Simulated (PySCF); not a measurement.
Simulated C 1s region for `P#Cc1ccco1`, binding energy against the vacuum level.

Every computed line was given a Gaussian of 1.0 eV full width at half maximum and an area set by the number of equivalent atoms; the highest printed point is 100. Level of theory: delta-SCF UKS SCAN, pcX-2 on the ionised atom, pcseg-1 elsewhere, spin-free X2C in PySCF 2.14.0.

binding energy (eV), intensity and a bar:
```
    289.0          0 
    289.1          0 
    289.2          1 
    289.3          2 
    289.4          3 #
    289.5          6 ##
    289.6         10 ###
    289.7         16 #####
    289.8         24 #######
    289.9         34 ##########
    290.0         47 ##############
    290.1         61 ##################
    290.2         75 ######################
    290.3         87 ##########################
    290.4         96 #############################
    290.5        100 ##############################
    290.6         99 ##############################
    290.7         94 ############################
    290.8         85 ##########################
    290.9         75 ######################
    291.0         64 ###################
    291.1         55 #################
    291.2         49 ###############
    291.3         45 ##############
    291.4         44 #############
    291.5         46 ##############
    291.6         48 ##############
    291.7         51 ###############
    291.8         53 ################
    291.9         54 ################
    292.0         54 ################
    292.1         52 ################
    292.2         49 ###############
    292.3         45 ##############
    292.4         40 ############
    292.5         34 ##########
    292.6         27 ########
    292.7         21 ######
    292.8         16 #####
    292.9         11 ###
    293.0          7 ##
    293.1          5 #
    293.2          3 #
    293.3          2 
    293.4          1 
    293.5          0 
    293.6          0 
    293.7          0
```

**Question.** Count the maxima, the lines and the sites behind this envelope.

**Answer.** The curve has 2 maxima (at 290.5 and 291.9 eV). Under it lie 5 lines from 5 inequivalent carbon sites. At this width some lines have no maximum of their own.

**Question.** Decompose the envelope and assign each component. Numbering: `[P:1]#[C:2][c:3]1[cH:4][cH:5][cH:6][o:7]1`.

**Answer.** 
```csv
position (eV),relative area,line,atoms,environment
290.47,1,C 1s,C4,aromatic CH carbon
290.48,1,C 1s,C2,triply bonded carbon
290.63,1,C 1s,C5,aromatic CH carbon
291.68,1,C 1s,C6,aromatic CH next to a ring oxygen
292.25,1,C 1s,C3,substituted aromatic carbon
```

The listed C 1s values span 1.78 eV, from C4 (bonded to 2 C (aromatic in the SMILES) and H) to C3 (bonded to O (aromatic in the SMILES), C (aromatic in the SMILES) and C). Summing the Pauling electronegativity differences to the bonded atoms, each weighted by its formal bond order, gives -0.35 for the lowest site and +1.34 for the highest; no listed site has a larger sum than the highest. The smallest sum, -1.08, belongs to C2, 0.01 eV above the lowest. The values 290.47 and 290.48 eV lie too close for their order to be trusted.

Shake-up satellites, vibrational structure and lifetime widths aren't simulated. Spin contamination (⟨S²⟩ against 0.75 for a pure doublet) is marked for C 1s of C2 (0.95), which makes this value less certain. Geometry: GFN2-xTB; no solvent, vibrations or thermal averaging.

Time: 76 s; peak memory 0.46 GiB. Hardware: an Arm Neoverse V1 with one thread (shared host).
